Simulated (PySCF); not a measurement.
## Spectroscopy problems

[PySCF: shieldings: GIAO PBE0/pcSseg-1; GFN2-xTB geometry; equivalent nuclei averaged; one conformer; no solvent model; non-relativistic Hamiltonian]

Chemical shifts δ = σref − σ; 1H, 13C against TMS, all at this level. Where no couplings were computed, multiplicities follow the n + 1 count of equivalent neighbours, and m marks all less simple cases (inequivalent or close neighbours, rings, F or P nearby). Shifts are as computed. Against solution values, carbons near 30 ppm lie about +3 ppm off and those near 130 ppm about +5 ppm. Of 1211 compounds with measured shifts, 218 miss one by over three times the rms of a fit or turn the order of signals round; such compounds aren't used in these exercises. OH and NH positions are gas-phase values without hydrogen bonding to other molecules.

(1) C3H9N3OSi2. 1H NMR (400 MHz, computed): δ 5.10 (m, 1H), 4.87 (m, 1H), 4.82 (m, 1H), 4.40 (m, 1H), 4.25 (m, 1H), 3.86 (m, 1H), 1.16 (br s, 2H), 0.22 (br s, 1H). 13C{1H} NMR (computed): δ 121.6, 57.4, 55.4. What is it?

(2) C6H6O3. 1H NMR (400 MHz, computed): δ 7.06 (m, 1H), 6.99 (m, 1H), 6.65 (m, 1H), 2.30 (s, 3H). 13C{1H} NMR (computed): δ 169.8 (C), 160.3 (C), 136.6 (CH), 118.1 (CH), 99.8 (CH), 23.8 (CH3). What is it?

## Answers

(1) SMILES N#C[C@@H]1OC[SiH2]N[Si@H]1N. Rings plus π bonds: 3 (1 ring in the answer). 3 carbon signals for 3 carbons: no two carbons are equivalent. Carbon types of the structure: 1 × C, 1 × CH, 1 × CH2, leaving 6 H on heteroatoms. δC 121.6: nitrile carbon; C≡N carbons fall here, among the sp2 signals but without a proton. δH 4.40, 3.86: hydrogen on an sp3 CH2 bonded to O and Si; its carbon carries O, which withdraws density. δH 4.25: hydrogen on an sp3 CH bonded to O and Si, α to a nitrile; its carbon carries O, which withdraws density. δH 0.22: hydrogen on a nitrogen bonded to 2 Si, in a 6-membered ring; exchangeable; this is the value without hydrogen bonding to other molecules.

The data come from this structure; uniqueness wasn't tested.

(2) `CC(=O)Oc1ccco1`. The formula gives 4 degrees of unsaturation (1 ring in the answer). 6 carbon signals for 6 carbons: no two carbons are equivalent. Carbon types of the structure: 2 × C, 3 × CH, 1 × CH3, which accounts for all hydrogens. δC 169.8: ester carbonyl carbon; lone-pair donation from the attached heteroatom keeps it upfield of a ketone carbonyl. δC 160.3: aromatic carbon bearing oxygen; σ withdrawal by the attached heteroatom moves it downfield of the ring CH carbons. δC 136.6: aromatic CH next to the ring oxygen. δC 118.1, 99.8: aromatic CH.

The data come from this structure; uniqueness wasn't tested.
